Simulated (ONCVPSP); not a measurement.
## Gd: one change to an ONCV potential, before and after

| Quantity | Value |
| --- | --- |
| Element | Gd |
| Generator | ONCVPSP 4.0.1 |
| Type | optimised norm-conserving Vanderbilt (ONCV) |
| Functional | PBEsol |
| Relativity | scalar-relativistic |
| Frozen core | [Kr] 4d10 |
| Valence charge | 18 |
| Reference configuration | 4f7 5s2 5p6 5d1 6s1 (charge +1) |
| Partial waves | 5s+6s: rc 2.45 bohr, ncon 4, nbas 9, qcut 4.4 1/bohr, 2 projectors; 5p: rc 2.50 bohr, ncon 4, nbas 7, qcut 4.7 1/bohr, 2 projectors, debl 1.6 Ha; 5d: rc 3.30 bohr, ncon 4, nbas 8, qcut 5.5 1/bohr, 3 projectors, debl 1 Ha; 4f: rc 1.05 bohr, ncon 5, nbas 9, qcut 14.2 1/bohr, 2 projectors, debl 0.5 Ha |
| Local potential | polynomial inside 0.95 bohr (lpopt 5, dvloc0 4 Ha) |
| Core correction | Teter function, fcfact 4, rcfact 1.8 |

In the f channel the program set the typed energies aside and used -0.554, 0.250 Ha.

All-electron outer shells of the reference configuration (PBEsol, scalar-relativistic, ld1.x):

```json
{"shell": "4d", "level (eV)": "-153.95", "outermost node (bohr)": "0.27", "outermost maximum (bohr)": "0.56"}
{"shell": "5s", "level (eV)": "-56.12", "outermost node (bohr)": "0.65", "outermost maximum (bohr)": "1.20"}
{"shell": "5p", "level (eV)": "-33.63", "outermost node (bohr)": "0.70", "outermost maximum (bohr)": "1.35"}
{"shell": "4f", "level (eV)": "-15.08", "outermost node (bohr)": "–", "outermost maximum (bohr)": "0.56"}
{"shell": "6s", "level (eV)": "-9.30", "outermost node (bohr)": "1.59", "outermost maximum (bohr)": "3.21"}
{"shell": "5d", "level (eV)": "-8.43", "outermost node (bohr)": "0.79", "outermost maximum (bohr)": "1.92"}
```

Change: all radii but the core radius scaled by about 0.86 (s 2.10, p 2.14, d 2.82, f 0.90 bohr); local potential polynomial inside 0.82 bohr (lpopt 5, dvloc0 4 Ha).

Cutoffs: the cutoffs (Ha) at which the residual kinetic energy of the hardest occupied pseudo-wave falls to 1 and 0.1 mHa per electron; they do not see the model core or the augmentation charge, which bear on the density cutoff. Errors are all-electron minus pseudo energies relative to the spin-unpolarised reference configuration.

Predict the effect on cutoff, ghosts and configuration errors.

The potential gets harder (185 Ha and 301 Ha → 392 Ha and 435 Ha); the bound ghosts move from s to p, s; the lowest positive-energy flag moves from p at 51.8 eV to d at 195.2 eV; of the 4 tests that both files solve, the error grows in 2 and shrinks in 0 by more than 15 % and 0.3 meV (median size 3.6 → 3.8 meV). A smaller radius makes the pseudo-wave follow the all-electron one further in, where it bends more sharply, so more plane waves are needed.

| quantity | base | changed |
| --- | --- | --- |
| cutoff, loose | 185 Ha | 392 Ha |
| cutoff, tight | 301 Ha | 435 Ha |
| loose cutoff by channel | s 6.0 Ha, p 7.3 Ha, d 8.0 Ha, f 185 Ha | s 8.2 Ha, p 6.8 Ha, d 8.5 Ha, f 392 Ha |
| bound ghosts | s | s, p |
| GHOST(+) flags under 300 eV | p at 51.8 eV | d at 195.2 eV |
| error for 4f7 5s2 5p6 5d1 6s2, meV [ΔE -6.67 eV] | +0.7 | +0.8 |
| error for 4f7 5s2 5p6 5d1 6s0, meV [ΔE 12.05 eV] | -6.5 | -6.0 |
| error for 4f7 5s2 5p6 5d0 6s0, meV [ΔE 31.84 eV] | -20 | -28 |
| error for 4f7 5s2 5p6 5d1 6s0 6p2, meV [ΔE -0.75 eV] | 0.0 | -1.5 |
| rms error of d²Exc/dni dnj with the model core, mHa | 4.05 | 4.00 |

 A true bound ghost makes a file unfit for plane-wave use even where its test errors are small: the radial tests pick states by their node count and pass the ghost by.
